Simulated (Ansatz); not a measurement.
Consider the redistribution: `B[TeH]` + `N[SiH2]O[SiH3]` → `B[Te][SiH2]N` + `O[SiH3]`.

Gas-phase electronic energies from Ansatz, PBE0-D4/def2-TZVP geometries. CCSD(T)/CBS is the MP2 limit (def2-TZVPP, def2-QZVPP) plus CCSD(T) − MP2 in def2-TZVPP, frozen cores. DFT in def2-TZVPP. B3LYP here is the variant with VWN-RPA as its local correlation; programs differ in this. HSE06 is defined as in plane-wave codes. def2 core potentials past Kr. For Te outer-core shells are correlated without core-valence functions, which leaves a few kJ/mol of doubt a bond. Each species was taken in one conformer, which may not be the lowest.

| level | ΔE (kJ/mol) | difference from CCSD(T)/CBS |
| --- | --- | --- |
| LDA (SPW92) | 55.7 | -10.4 |
| revPBE-D4 | 48.6 | -17.5 |
| BLYP-D4 | 65.3 | -0.8 |
| B97M-V | 76.9 | 10.8 |
| B3LYP-D4 | 69.9 | 3.8 |
| HSE06-D4 | 54.7 | -11.4 |
| BHLYP-D4 | 77.6 | 11.5 |
| PBE0 | 57.9 | -8.2 |
| r2SCANh | 65.6 | -0.5 |
| HSE06 | 57.2 | -8.9 |
| HF/def2-SVP | 85.5 | 19.4 |
| MP2/def2-SVP | 63.3 | -2.8 |
| MP2/def2-TZVPP | 64.0 | -2.1 |
| HF/def2-QZVPP | 97.2 | 31.1 |
| SCS-MP2/def2-QZVPP | 70.5 | 4.4 |
| HF/CBS(def2) | 97.5 | 31.4 |
| CCSD(T)/CBS | 66.1 | 0 |

Largest T1 diagnostic among the species: 0.015.

The D4 term adds −4.7 kJ/mol with B3LYP and −2.5 kJ/mol with PBE0; it sums over pairs of atoms, weighted by their polarisabilities, and B3LYP, whose exchange is more repulsive, gets the larger term. From PBE to PBE0 (25 % exact exchange), in def2-TZVPP and without D4, ΔE moves by +6.3 kJ/mol.
